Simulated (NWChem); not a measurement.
Species: hydrogen bromide (HBr); SMILES Br

All runs: NWChem. Pople sets run with spherical d functions. This build's default masses of Se (78.918 u) and Br (79.917 u) are each other's, which moves their modes by up to 0.6 %. Each level has its own optimisation. Computed dipoles belong to the equilibrium geometry; the measured one is vibrationally averaged.

Measured dipole moment: 0.83 D (NIST CCCBDB, as tabulated in the package chemicals).

```tsv
level	dipole moment (D)	computed − measured
Hartree-Fock/STO-3G	1.29	+0.46
Hartree-Fock/3-21G	1.32	+0.49
Hartree-Fock/6-31G*	1.14	+0.31
B3LYP/6-31G*	(withheld)	(withheld)
LDA (Slater exchange, VWN5)/def2-SVP	1.11	+0.28
PBE/def2-SVP	1.02	+0.19
BLYP/def2-SVP	(withheld)	(withheld)
PBE0/def2-SVP	1.08	+0.25
```

Question: Complete the blanks.

Answer: 
- B3LYP/6-31G*, dipole moment (D): 1.10
- B3LYP/6-31G*, computed − measured: +0.27
- BLYP/def2-SVP, dipole moment (D): 0.96
- BLYP/def2-SVP, computed − measured: +0.13
